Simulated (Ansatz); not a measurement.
```yaml
crystal:
  periodic: [false, false, false]
  atoms:
    - {symbol: C, position_ang: [-0.462932, -0.014262, 2.604772]}
    - {symbol: C, position_ang: [-0.483542, 0.039508, 1.497701]}
    - {symbol: Si, position_ang: [-0.510761, 0.119362, -0.165221]}
    - {symbol: Cl, position_ang: [-2.252574, 0.538127, -0.727438]}
    - {symbol: C, position_ang: [0.528719, 1.307455, -0.694693]}
    - {symbol: C, position_ang: [1.222368, 2.097654, -1.045923]}
    - {symbol: C, position_ang: [-0.072322, -1.350756, -0.812484]}
    - {symbol: C, position_ang: [0.221407, -2.329556, -1.242135]}
    - {symbol: H, position_ang: [-0.445862, -0.061585, 3.584432]}
    - {symbol: H, position_ang: [1.835239, 2.797474, -1.357212]}
    - {symbol: H, position_ang: [0.480244, -3.195769, -1.622844]}
basis:
  gaussian: {orbitals: def2-TZVPD, nuclear_model: gaussian}
hamiltonian: {xc: {name: r2SCAN0}, dispersion: d3bj}
accuracy: high
```

```sh
$ ansatz run in.yaml --threads 4 --pin off --events-out ev --progress --plain --max-ram 11315MiB
```

Shortened log:

```
Warning: the engine holds no damping parameters fitted to this dispersion correction and functional, so the run takes those fitted to r2scan0 beside the three-body term, which d3bj leaves out (hamiltonian.dispersion, under Limitations)
Functional definition: r2SCAN0
5052 factors; integrals over basis functions are off by at most 6.7e-9 eV
mean field evaluation 1: about -26646.2165 eV, gradient 8.0e1 eV
mean field evaluation 2: about -26647.9057 eV, gradient 7.2e1 eV
mean field evaluation 4: about -26660.0585 eV, gradient 8.0e0 eV
mean field evaluation 8: about -26660.6254 eV, gradient 2.5e-1 eV
mean field evaluation 16: about -26660.6256 eV, gradient 2.3e-5 eV
mean field -26660.62558930 eV, -979.7599191856 hartree, gradient 9.7e-8 eV, S^2 0.000000; 0 other end points of the search recorded, 0 dependent functions left out
reference -26660.62559045 eV, -979.7599192280 hartree; 35, 35 occupied and 303, 303 virtual orbitals, 5052 factors
Total energy: -26660.76029489 eV, -979.7648695250 hartree
```

Run time 42 s (4 threads of an Arm Neoverse V2 on a shared host); peak host memory 3.1 GiB.
